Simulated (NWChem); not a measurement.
System: C₄H₇N; SMILES CN1C=CC1

NWChem input:

```
start job
memory heap 200 mb stack 900 mb global 1100 mb
geometry units angstroms noautosym nocenter noautoz
  C      0.038441     1.756724     0.181933
  N      0.032511     0.435580    -0.412621
  C      0.991354    -0.550083    -0.066745
  C      0.104665    -1.547338     0.210930
  C     -1.022809    -0.563309    -0.052205
  H     -0.816956     2.347851    -0.204533
  H      0.968233     2.285606    -0.112600
  H     -0.013793     1.753318     1.300550
  H      2.085980    -0.422864    -0.104932
  H      0.158095    -2.634095     0.338287
  H     -1.614324    -0.253743     0.836846
  H     -1.712966    -0.788832    -0.894390
end
basis spherical
  C library def2-svp
  N library def2-svp
  H library def2-svp
end
dft
  xc m05-2x
  iterations 150
end
cosmo
  do_cosmo_smd true
  solvent octanol
end
task dft energy
```

NWChem printed, in part:

```
             Northwest Computational Chemistry Package (NWChem) 7.3.0
             --------------------------------------------------------

                             Geometry "geometry" -> ""
                             -------------------------

 Output coordinates in angstroms (scale by  1.889725989 to convert to a.u.)

  No.       Tag          Charge          X              Y              Z
 ---- ---------------- ---------- -------------- -------------- --------------
    1 C                    6.0000     0.03844100     1.75672400     0.18193300
    2 N                    7.0000     0.03251100     0.43558000    -0.41262100
    3 C                    6.0000     0.99135400    -0.55008300    -0.06674500
    4 C                    6.0000     0.10466500    -1.54733800     0.21093000
    5 C                    6.0000    -1.02280900    -0.56330900    -0.05220500
    6 H                    1.0000    -0.81695600     2.34785100    -0.20453300
    7 H                    1.0000     0.96823300     2.28560600    -0.11260000
    8 H                    1.0000    -0.01379300     1.75331800     1.30055000
    9 H                    1.0000     2.08598000    -0.42286400    -0.10493200
   10 H                    1.0000     0.15809500    -2.63409500     0.33828700
   11 H                    1.0000    -1.61432400    -0.25374300     0.83684600
   12 H                    1.0000    -1.71296600    -0.78883200    -0.89439000

 Effective nuclear repulsion energy (a.u.)     171.4545236380

                                 NWChem DFT Module
                                 -----------------

 Summary of "ao basis" -> "ao basis" (spherical)
 ------------------------------------------------------------------------------
       Tag                 Description            Shells   Functions and Types
 ---------------- ------------------------------  ------  ---------------------
 C                          def2-svp                 6       14   3s2p1d
 N                          def2-svp                 6       14   3s2p1d
 H                          def2-svp                 3        5   2s1p

 in cosmo_initialize ...
 calling solv_data for solv:octanol

 solvent parameters
 solvname_short: octanol
 solvname_long:  1-octanol
 dielec:        9.8629
 dielecinf:     2.0435
 nonaqueous SMD model solvent descriptors
 dielec:        9.8629
 sola:          0.3700
 solb:          0.4800
 solc:          0.0000
 solg:         39.0100
 solh:          0.0000
 soln:          1.4295

[...]

                                COSMO-SMD solvation results
                                ---------------------------

             internal energy in gas <Psi(g)|H|Psi(g)> =      -211.107967759273
         internal energy in solvent <Psi(s)|H|Psi(s)> =      -211.107267059302
                               delta internal energy  =         0.000700699971 (    0.44 kcal/mol)
   total free energy in solvent <Psi(s)|H+V/2|Psi(s)> =      -211.114183791180
 polarization energy contribution <Psi(s)|V/2|Psi(s)> =        -0.006916731878 (   -4.34 kcal/mol)
    total free energy in solvent including G(SMD-CDS) =      -211.115805260163
                       G(SMD-CDS) energy contribution =        -0.001621468983 (   -1.02 kcal/mol)
     1 M fixed-concentration free energy of solvation =        -0.007837500890 (   -4.92 kcal/mol)

                       DFT Final Molecular Orbital Analysis
                       ------------------------------------

 Vector   17  Occ=2.000000D+00  E=-4.019743D-01
              MO Center=  1.8D-02, -3.0D-01, -3.9D-02, r^2= 3.0D+00
   Bfn.  Coefficient  Atom+Function         Bfn.  Coefficient  Atom+Function
  ----- ------------  ---------------      ----- ------------  ---------------
    60      0.336945   5 C  px               32      0.276455   3 C  px
    46     -0.267351   4 C  px               18      0.262391   2 N  px
    86      0.236379   9 H  s                63      0.183383   5 C  px
    96     -0.166842  11 H  s                21     -0.149073   2 N  px
    59      0.134392   5 C  s               101     -0.127088  12 H  s

 Vector   18  Occ=2.000000D+00  E=-3.491579D-01
              MO Center=  3.5D-02, -1.8D-01, -8.8D-02, r^2= 2.9D+00
   Bfn.  Coefficient  Atom+Function         Bfn.  Coefficient  Atom+Function
  ----- ------------  ---------------      ----- ------------  ---------------
    34     -0.284672   3 C  pz               20      0.276732   2 N  pz
    23     -0.222762   2 N  pz               37     -0.219065   3 C  pz
    48     -0.205367   4 C  pz               62      0.193795   5 C  pz
   101     -0.186727  12 H  s                33     -0.180713   3 C  py
    96      0.154569  11 H  s                81      0.137155   8 H  s

 Vector   19  Occ=2.000000D+00  E=-2.651204D-01
              MO Center=  1.7D-01, -3.6D-01, -6.9D-02, r^2= 2.5D+00
   Bfn.  Coefficient  Atom+Function         Bfn.  Coefficient  Atom+Function
  ----- ------------  ---------------      ----- ------------  ---------------
    20      0.404452   2 N  pz               23     -0.372347   2 N  pz
    48      0.348504   4 C  pz               51      0.332443   4 C  pz
    34      0.203760   3 C  pz               82      0.146234   8 H  s
    37      0.139194   3 C  pz               81      0.138921   8 H  s
    31      0.125491   3 C  s                16      0.107434   2 N  s

 Vector   20  Occ=0.000000D+00  E= 5.853631D-02
              MO Center=  4.2D-01, -7.4D-01,  1.4D-01, r^2= 3.0D+00
   Bfn.  Coefficient  Atom+Function         Bfn.  Coefficient  Atom+Function
  ----- ------------  ---------------      ----- ------------  ---------------
    37      0.618330   3 C  pz               51     -0.602728   4 C  pz
    34      0.399136   3 C  pz                3     -0.367466   1 C  s
    48     -0.363665   4 C  pz               82      0.320593   8 H  s
    97      0.283316  11 H  s                36      0.229946   3 C  py
    23     -0.219719   2 N  pz               72      0.191998   6 H  s

[...]
```

Level: M05-2X/def2-SVP, SMD on the gas-phase geometry. Geometry: optimised at PBE-D3(BJ)/def2-SVP. Solvent: 1-octanol.
